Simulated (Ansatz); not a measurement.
The cluster MgB₆: single points at one geometry.

```yaml
crystal:
  periodic: [false, false, false]
  atoms:
    - {symbol: Mg, position_ang: [-2.894788, 0.163695, 0.973834]}
    - {symbol: B, position_ang: [1.388163, 0.620519, 0.741535]}
    - {symbol: B, position_ang: [-1.529703, 0.323823, -0.635238]}
    - {symbol: B, position_ang: [-0.470703, -0.781787, -0.820669]}
    - {symbol: B, position_ang: [2.477901, -0.204573, 0.066310]}
    - {symbol: B, position_ang: [-0.088176, 0.613951, 0.132460]}
    - {symbol: B, position_ang: [1.117306, -0.735618, -0.458243]}
basis:
  gaussian: {orbitals: def2-SVP, initial_orbitals: start.molden}
hamiltonian: {xc: {name: LC-wPBE, parameters: {omega: 0.1/bohr}}}
scf: {omitted_lower_state_checks: [starts]}
output: {orbitals: {seedname: orbitals}}
```

The file start.molden holds the orbitals of an earlier run on this structure, at another level or in another basis.

```sh
$ ansatz run in.yaml --threads 4 --pin off --events-out ev --progress --plain --max-ram 8704MiB
```

Output, abridged:

```
Functional definition: LC-wPBE
1103 factors; their error is unknown
88 factors; integrals over basis functions are off by at most 1.7e-6 eV
mean field evaluation 1: about -9481.3477 eV, gradient 5.4e0 eV
mean field evaluation 2: about -9481.4564 eV, gradient 1.1e-1 eV
mean field evaluation 4: about -9481.4055 eV, gradient 1.9e-3 eV
mean field -9481.40552323 eV, -348.4352262511 hartree, gradient 1.2e-5 eV, S^2 0.000000; 0 other end points of the search recorded, 0 dependent functions left out
reference -9481.40552333 eV, -348.4352262551 hartree; 21, 21 occupied and 81, 81 virtual orbitals, 1103 factors
Total energy: -9481.40552333 eV, -348.4352262551 hartree
Checks for a lower state left out: starts
```

Run time 1.9 s (4 threads of Intel Xeon on a shared host).

The first input with `hamiltonian: {xc: pbe0, dispersion: d4}` (abridged; 1.7 s):

```
Functional definition: PBE0
mean field -9480.63512500 eV, -348.4069146383 hartree, gradient 1.6e-5 eV, S^2 0.000000
Total energy: -9480.86416515 eV, -348.4153317086 hartree
Checks for a lower state left out: starts
```

First input, but with `hamiltonian: {xc: {name: LC-wPBE, parameters: {omega: 0.15/bohr}}}` (abridged; 1.7 s):

```
Functional definition: LC-wPBE
mean field -9481.54904791 eV, -348.4405006859 hartree, gradient 2.5e-5 eV, S^2 0.000000
Total energy: -9481.54904795 eV, -348.4405006875 hartree
Checks for a lower state left out: starts
```

First input, but with `gaussian: {orbitals: def2-TZVPD, initial_orbitals: start.molden}`, `hamiltonian: {xc: pbe0, dispersion: d4}` (abridged; 5.5 s):

```
Functional definition: PBE0
mean field -9486.77601221 eV, -348.6325880811 hartree, gradient 1.6e-5 eV, S^2 0.000000
Total energy: -9487.00505885 eV, -348.6410053899 hartree
Checks for a lower state left out: starts
```

The first input with `gaussian: {orbitals: def2-TZVP, initial_orbitals: start.molden}`, `correlation: {method: mp2}` and without the key `hamiltonian` (abridged; 11 s):

```
Functional definition: HF
mean field -9453.49271526 eV, -347.4094494782 hartree, gradient 9.0e-6 eV, S^2 0.000000; unrestricted orbitals would lower it
mean field evaluation 16: about -9453.5929 eV, gradient 2.7e0 eV
unrestricted determinant -9454.74332183 eV, -347.4554084221 hartree, S^2 1.8375
7 core orbitals not correlated: weight in the atoms' cores, before any rotation towards them, 1.000 or more for the frozen orbitals, at most 0.000 for the correlated occupied ones
second order -21.56883925 eV of doubles, -0.00000000 eV of singles
Total energy: -9475.06155450 eV, -348.2020897006 hartree
Checks for a lower state left out: starts
```

As the first input, with `gaussian: {orbitals: def2-TZVP, initial_orbitals: start.molden}`, `hamiltonian: {xc: {name: r2SCANh}, dispersion: d4}` (abridged; 4.8 s):

```
Functional definition: r2SCANh
mean field -9491.83485406 eV, -348.8184970898 hartree, gradient 1.7e-5 eV, S^2 0.000000
Total energy: -9491.90084645 eV, -348.8209222655 hartree
Checks for a lower state left out: starts
```

As the first input, with `hamiltonian: {xc: pbe, dispersion: d4}` (abridged; 1.3 s):

```
Functional definition: PBE
mean field -9479.91264827 eV, -348.3803641082 hartree, gradient 8.6e-6 eV, S^2 0.000000
Total energy: -9480.18160755 eV, -348.3902481794 hartree
Checks for a lower state left out: starts
```

Geometry: PBE0-D4/def2-SVP.

Correlated methods freeze 7 core orbitals; core or outer-core shells of Mg are correlated, in sets that lack core-valence functions. The restricted singlet is unstable towards broken spin symmetry in Hartree–Fock (as tested in another run); at LC-ωPBE (ω = 0.10 bohr⁻¹)/def2-SVP, PBE0-D4/def2-SVP, LC-ωPBE (ω = 0.15 bohr⁻¹)/def2-SVP, PBE0-D4/def2-TZVPD and others this wasn't settled. At MP2/def2-TZVP the restricted singlet (for correlated methods, its reference) is unstable: a solution with broken spin symmetry lies lower. The structure comes from a short search, and lower isomers may exist.
